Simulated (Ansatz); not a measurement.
Harmonic frequencies (cm⁻¹) at PBE0-D4/def2-TZVP from Ansatz: 102, 128, 192, 204, 210, 223, 263, 364, 399, 543, 700, 757, 762, 829, 1520, 3565, 3672, 3951.

Each molecule was computed in one conformer, which needn't be the lowest.

(1) Which molecule is it?
A. `[NH2][Ti]([Cl])([Cl])[Cl]`
B. `[OH][Ti]([Cl])([Cl])[Cl]`
C. `[OH][Ti]([OH])([OH])[Cl]`
D. `[NH2][Ti]([OH])([F])[F]`

## Answers

(1) D.
